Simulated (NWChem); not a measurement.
Species: C2H7Ga; SMILES [CH3][GaH][CH3]

Results from NWChem. The geometry was optimised at PBE0/def2-SVP.

Diagonal of the polarisability tensor at B3LYP/def2-SVPD, static: 68.38, 44.99, 57.85 bohr³.

Question: Find the mean polarisability volume, the molar refraction, and the refractive index that an ideal gas of it would have at 273.15 K and 1 atm.

Answer: 
1. Mean: one third of the trace = 57.07 bohr³ × 0.14818 Å³/bohr³ = 8.46 Å³.
2. Molar refraction (Lorentz-Lorenz): (4π/3) N_A α = 21.3 cm³/mol.
3. Number density p/kT = 2.687 × 10⁻⁵ Å⁻³; n − 1 = 2π N α = 14.28 × 10⁻⁴.
4. These hold the electronic response alone: vibrational and orientational terms add to the static dielectric constant.
